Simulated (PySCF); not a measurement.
A calculated (PBE, PySCF 2.14, ANO-RCC-VTZP, scalar relativity by spin-free X2C-1e) atom or ion has these occupied shells.

| shell | electrons | orbital energy (eV) | rms radius, mean of both spins (bohr) |
| --- | --- | --- | --- |
| 1s α | 1 | -41742.8 | 0.0275 |
| 1s β | 1 | -41742.8 | 0.0275 |
| 2s α | 1 | -6742.7 | 0.112 |
| 2s β | 1 | -6742.6 | 0.112 |
| 2p α | 3 | -6044.7 | 0.0997 |
| 2p β | 3 | -6044.7 | 0.0997 |
| 3s α | 1 | -1480.4 | 0.291 |
| 3s β | 1 | -1479.9 | 0.291 |
| 3p α | 3 | -1258.5 | 0.291 |
| 3p β | 3 | -1258.0 | 0.291 |
| 3d α | 5 | -942.93 | 0.268 |
| 3d β | 5 | -942.51 | 0.268 |
| 4s α | 1 | -319.36 | 0.660 |
| 4s β | 1 | -317.86 | 0.660 |
| 4p α | 3 | -246.46 | 0.701 |
| 4p β | 3 | -244.94 | 0.701 |
| 4d α | 5 | -141.23 | 0.779 |
| 4d β | 5 | -139.70 | 0.779 |
| 5s α | 1 | -65.854 | 1.56 |
| 5s β | 1 | -64.955 | 1.56 |
| 5p α | 3 | -47.301 | 1.78 |
| 5p β | 3 | -46.612 | 1.78 |
| 4f α | 2 | -30.815 | 1.14 |

**Question.** Name the element and its charge.

**Answer.** Pr³⁺ (praseodymium, charge +3), in [Xe] 4f2, one real determinant.
